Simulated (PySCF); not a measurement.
N-methylmethanimine (C2H5N), SMILES N(=C)C. Atoms are numbered in the order given.

```xyz
8

C      0.1335     1.1380     0.0000
N     -0.5319    -0.1378     0.0000
C      0.1804    -1.1734     0.0000
H     -0.1866     1.7067    -0.8771
H     -0.1866     1.7067     0.8771
H      1.2310     1.0642     0.0000
H      1.2800    -1.1487     0.0000
H     -0.2986    -2.1520     0.0000
```

The structure is a stationary point at PBE0-D3(BJ)/def2-TZVP.

Calculation: PBE/pcSseg-2 (PySCF).

GIAO shieldings, no solvent; atoms listed in one row are averaged. δ = σ(ref) − σ: ¹³C against TMS (σ = 181.4 ppm); ¹⁵N against NH3 (σ = 262.8 ppm); ¹H against TMS (σ = 31.47 ppm), references at their B3LYP-D3(BJ)/def2-TZVP geometries, non-relativistic.

Computed chemical shifts:
| nucleus | atoms | count | δ (ppm) |
|---|---|---|---|
| ¹³C | C3 | 1 | 161.3 |
| ¹³C | C1 | 1 | 57.8 |
| ¹⁵N | N2 | 1 | 406.8 |
| ¹H | H7 | 1 | 7.98 |
| ¹H | H8 | 1 | 7.36 |
| ¹H | H4, H5, H6 | 3 | 3.61 |
